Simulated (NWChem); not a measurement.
# Si2H4OCl2; SMILES O[SiH2][SiH](Cl)Cl

```xyz
9

O     -0.0506     2.7290     0.0268
Si    -1.1294     1.4525    -0.1839
Si    -0.0042    -0.4666     0.5819
Cl    -0.8060    -2.2195    -0.2024
Cl     1.9306    -0.1590    -0.1866
H      0.8648     2.4908    -0.2161
H     -1.4995     1.1934    -1.6225
H     -2.3613     1.7767     0.6049
H      0.1520    -0.6618     2.0613
```
Atoms are numbered in this order, from 1.

Program: NWChem. Pople sets run with spherical d functions. STO-3G and 3-21G are far too small for this property and stand as cheap habits. Geometry: optimised at PBE-D3(BJ)/def2-SVP. Vertical excitations in the gas phase; the lowest state need not have the same character in each row.

```json
[
 {"level": "PBE0/3-21G, TDA", "basis functions": "69", "lowest excitation, singlet (eV)": "5.76", "oscillator strength of that lowest state": "0.019", "orbital gap (eV)": "7.01"},
 {"level": "PBE0/6-31G*, TDA", "basis functions": "94", "lowest excitation, singlet (eV)": "5.83", "oscillator strength of that lowest state": "0.021", "orbital gap (eV)": "7.09"},
 {"level": "PBE0/6-31+G*, TDA", "basis functions": "114", "lowest excitation, singlet (eV)": "5.74", "oscillator strength of that lowest state": "0.018", "orbital gap (eV)": "6.98"},
 {"level": "PBE0/def2-SVP, TDA", "basis functions": "106", "lowest excitation, singlet (eV)": "5.93", "oscillator strength of that lowest state": "0.021", "orbital gap (eV)": "7.20"}
]
```
